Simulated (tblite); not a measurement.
C4H14OSi2, charge +1, doublet, at a GFN2-xTB geometry (a state made from the parent by changing its charge; the spin is typed, not shown lowest); tblite with GFN1-xTB.

tblite was given this input:
```
$ tblite run mol.xyz --method gfn1 --charge 1 --spin 1 --etemp 2000 --json tblite.json --no-restart

# file mol.xyz
21

C      2.31256238     1.47377799    -0.10560555
Si     1.60171253    -0.19645022     0.53165561
C      2.17516150    -1.47891052    -0.78269725
O     -0.01612077    -0.09005236     0.39597527
Si    -1.64122099    -0.02424832     0.43879276
C     -2.13381376     1.70988349    -0.23292951
C     -2.27121464    -1.24280502    -0.91002121
H      1.98608715     1.68048117    -1.12014935
H      1.97121535     2.27051280     0.54685704
H      3.39576124     1.43973189    -0.08346275
H      1.90144429    -0.52792171     1.91632573
H      1.75171238    -2.44651593    -0.53482191
H      3.25646879    -1.55360567    -0.76987583
H      1.85231615    -1.19420255    -1.77935349
H     -2.05286756    -0.31794515     1.80309225
H     -1.72994077     1.87780470    -1.22655946
H     -3.21402241     1.79071575    -0.27273684
H     -1.74786666     2.46799850     0.44035947
H     -1.96736964    -2.24903023    -0.64131948
H     -1.86371177    -0.99687902    -1.88576360
H     -3.35331486    -1.20262181    -0.95914992
```

It wrote (shortened):

```
xTB calculator
 | screened Coulomb repulsion
 | Coulomb electrostatics
 |  * isotropic Klopman-Ohno-Mataga-Nishimoto electrostatics
 |  * onsite third-order electrostatics
 | DFT-D3(BJ) dispersion correction

halogen bonding energy    0.0000000000000E+00 Eh
repulsion energy          2.9888295456514E-01 Eh
dispersion energy        -8.7658305177766E-03 Eh
number of electrons       4.3000000000000E+01 e
integral cutoff           2.8146159136829E+01 bohr

------------------------------------------------------------
  cycle        total energy    energy error   density error
------------------------------------------------------------
      1     -23.90780295068  -2.4197920E+01   5.7781780E-01
      2     -24.08960112002  -1.8179817E-01   3.1683632E-01
      3     -24.08839668042   1.2044396E-03   8.4468035E-02
      4     -24.09067735472  -2.2806743E-03   1.6036131E-02
      5     -24.09182340831  -1.1460536E-03   4.9732854E-03
      6     -24.09192373130  -1.0032300E-04   1.1210222E-03
      7     -24.09192811867  -4.3873652E-06   4.3097549E-04
      8     -24.09192878325  -6.6457993E-07   7.8072721E-05
      9     -24.09192882515  -4.1899231E-08   6.3040026E-06
------------------------------------------------------------

electronic energy        -2.4382045949197E+01 Eh
total energy             -2.4091928825149E+01 Eh

Post processing:
 | Mayer-Wiberg bond orders

[Info] JSON dump of results written to 'tblite.json'
```
